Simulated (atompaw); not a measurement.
## How hard is this Ho (Z = 67) PAW (atompaw) potential?

atompaw 4.2.0.5 input, output lines left out:

```
Ho 67
LDA-PW scalarrelativistic loggrid 2001 logderivrange -6 5 276
6 6 5 4 0 0
6 0 1.75
6 1 0.25
5 2 0
4 3 11
0 0 0
c
c
c
c
v
v
c
c
c
v
v
c
c
v
v
3
3.00 2.20 2.65 1.60
n
n
y
0.6
n
y
5.05
n
custom polynom vanderbiltortho besselshape
bessel
1.65
2.00
2.30
3.00
3.00
3.00
0.85
0.85
```

The pseudo-atom Hamiltonian at the reference potential is diagonalised in spherical Bessel functions j_l(qr) that vanish at 20 bohr, with q² up to the cutoff. All-electron valence levels (Ry): 5s -3.7436, 6s -0.3068, 5p -1.9405, 6p -0.1019, 5d -0.1097, 4f -0.2756.

Problem. How do the lowest levels (Ry) of each channel move with the cutoff, and are there ghosts?

Solution.

```
cutoff (Ry)     s #1     s #2     p #1     p #2     d #1    d #2     f #1  Σ f·Δε (mRy)
          8  -3.7153  -0.3017  -1.8367  -0.1018  -0.1076  0.0426   0.0859        4660.4
         18  -3.7422  -0.3067  -1.9395  -0.1019  -0.1097  0.0424   0.0859        3981.0
         35  -3.7435  -0.3068  -1.9404  -0.1019  -0.1097  0.0424   0.0859        3972.6
         55  -3.7436  -0.3068  -1.9405  -0.1019  -0.1097  0.0424   0.0858        3972.1
         90  -3.7436  -0.3068  -1.9405  -0.1019  -0.1097  0.0424   0.0858        3971.5
        140  -3.7436  -0.3068  -1.9405  -0.1019  -0.1097  0.0424  -0.2328         466.8
        230  -3.7436  -0.3068  -1.9405  -0.1019  -0.1097  0.0424  -0.2696          62.1
        400  -3.7436  -0.3068  -1.9405  -0.1019  -0.1097  0.0424  -0.2752           0.0
```

Result: no extra level below or beside the all-electron valence levels (s, p, d, f tested); 10 mRy is reached at 300 Ry and 1 mRy at over 300 Ry.
